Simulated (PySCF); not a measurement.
Exercise with solution: chemical shift, span and skew from a shielding tensor

Si(F)2(H)(SH) (F₂H₂SSi), SMILES F[SiH](F)S. Atoms are numbered in the order given.

```xyz
6

Si    -0.3875     0.2270     0.3637
F     -1.5495    -0.7812    -0.1040
F     -0.5806     1.6044    -0.4489
S      1.4357    -0.7140    -0.1433
H     -0.5474     0.5439     1.7970
H      2.1724     0.2925     0.3796
```

Geometry optimised at PBE0-D3(BJ)/def2-SVP. One conformer was computed; it need not be the lowest.

GIAO shieldings from PySCF with PBE0/pcSseg-2, non-relativistic, no solvent. The symmetric part of the tensor of F2 has the principal values 244.6, 327.9, 370.1 ppm. The same nucleus in CFCl3 has σ = 165.8 ppm at this level (PySCF, at its B3LYP-D3(BJ)/def2-TZVP geometry).

Question: Work out the isotropic shielding, the ¹⁹F shift against CFCl3, the span and the skew.

Answer: 
σ(iso) = (σ11 + σ22 + σ33)/3 = 314.2 ppm. δ = σ(ref) − σ(iso) = 165.8 − (314.2) = -148.4 ppm.
Span Ω = σ33 − σ11 = 125.5 ppm. Skew κ = 3(σ(iso) − σ22)/Ω = -0.33. Tumbling in solution averages the tensor to δ; in a static solid the shielding alone would spread this spin-1/2 line over Ω.
